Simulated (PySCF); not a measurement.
**Electron correlation in F²⁺ (fluorine, charge +2)**

[He] 2s2 2p3, high-spin 4S determinant. Computed with PySCF 2.14 in pcseg-2 (4s3p2d1f, 30 functions), with no relativity, point nucleus. Frozen: 1s2; 5 electrons correlated.

MP2 pair energies summed by pair of shells (mhartree):

```tsv
pair	energy	share (%)
2s-2p	-60.33	66.3
2p-2p	-22.29	24.5
2s-2s	-8.40	9.2
```

Total MP2 correlation energy: -91.02 mhartree.

Same-spin part -26.44 and opposite-spin part -64.58 mhartree; SCS-MP2 scales them by 1/3 and 6/5 to -86.31 mhartree.

```tsv
level	correlation energy (mhartree)
CCSD	-105.29
(T)	-1.01
CCSD(T)	-106.30
```

Diagnostics: T1 = 0.0026, D1 = 0.0047, largest double amplitude 0.032.

Q: Is a single reference adequate?

A: Yes: T1 lies below 0.03 and no double amplitude reaches 0.07.
